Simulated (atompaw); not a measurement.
Te: one change to a PAW (atompaw) potential, before and after

atompaw 4.2.0.5 input, output lines left out:

```
Te 52
GGA-PBESOL scalarrelativistic loggrid 1500 logderivrange -5 5 251
5 5 4 0 0 0
5 1 3.75
0 0 0
c
c
c
c
v
c
c
c
v
c
v
2
2.55 2.50 2.35 1.40
y
-0.1
n
y
2.05
n
y
-0.2
n
custom polynom2 7 10 vanderbiltortho sinc
3 -0.5 vpsmatchnc
2.55
2.55
2.55
2.55
2.55
2.55
```

All-electron outer shells of the reference configuration (PBEsol, scalar-relativistic, ld1.x):

| shell | level (eV) | outermost node (bohr) | outermost maximum (bohr) |
| --- | --- | --- | --- |
| 4s | -166.27 | 0.38 | 0.70 |
| 4p | -116.36 | 0.38 | 0.74 |
| 4d | -43.71 | 0.36 | 0.81 |
| 5s | -17.13 | 0.91 | 1.80 |
| 5p | -7.80 | 1.00 | 2.14 |

Change: local potential vpsmatchnc scheme with l = 3 at -0.5 Ry, radius 1.70 bohr.

Cutoffs: the cutoffs (Ry, on a coarse ladder) from which the occupation-weighted sum of valence levels, in a spherical-Bessel basis at the reference potential, stays within 10 and 1 mRy of its value at 400 Ry; they do not see the model core or the augmentation charge, which bear on the density cutoff.

Q: What does the change do?

A: The potential gets neither clearly harder nor softer (30 Ry and 60 Ry → 30 Ry and 60 Ry); both files keep a bound ghost (p, s); the range in which the s phases agree narrows (upper end 2.4 → 1.0).

```tsv
quantity	base	changed
cutoff, loose	30 Ry	30 Ry
cutoff, tight	60 Ry	60 Ry
loose cutoff by channel (10 mRy a level)	s 18 Ry, p 10 Ry, d 12 Ry	s 15 Ry, p 10 Ry, d 12 Ry
bound ghosts	s, p	s, p
s: phases at 2.55 bohr within 0.05 rad from the reference energy up to (Ry; the scan ends near 5)	2.4	1.0
p: phases at 2.55 bohr within 0.05 rad from the reference energy up to (Ry; the scan ends near 5)	to the end of the scan	4.0
d: phases at 2.55 bohr within 0.05 rad from the reference energy up to (Ry; the scan ends near 5)	0.7	0.5
lowest overlap eigenvalue by channel	s 0.83, p 0.85, d 1.00	s 0.80, p 0.84, d 1.00
```

 A true bound ghost makes a file unfit for plane-wave use even where its test errors are small: the radial tests pick states by their node count and pass the ghost by. The cutoffs see the waves, projectors and local potential, not the compensation charge or the core.
